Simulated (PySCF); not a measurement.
F₃Y, singlet, geometry from GFN2-xTB (such geometries of metal compounds can be far from the true shape) (core potentials on Y). Base run: DF-M062X/def2-TZVP run with PySCF.

The PySCF input:
```python
from pyscf import gto, scf, dft

mol = gto.Mole()
mol.atom = '''
    Y     0.06440607   -0.13267464   -0.31224007
    F    -1.52788470   -0.68420205    0.52720126
    F    -0.08680010    1.74084587   -0.20597742
    F     1.33559184   -0.48172038    1.03181646
'''
mol.basis = 'def2-tzvp'
mol.ecp = {'Y': 'def2-tzvp'}
mol.verbose = 4
mol.symmetry = True
mol.build()

mf = dft.RKS(mol)
mf.xc = 'm062x'
mf = mf.density_fit(auxbasis='def2-universal-jkfit')
mf.kernel()
mf.analyze()
```

Variants of this job, named by their change:

| change | ΔE vs base (eV) | point group used | SCF cycles |
|---|---|---|---|
| base | 0.00 | Cs | 10 |
| irrep_nelec = A':22 A":16 | 22.93 | Cs | 34 |
| symmetry = off | 0.00 | C1 | 10 |
| irrep_nelec = A':26 A":12 | 20.40 | Cs | 23 |
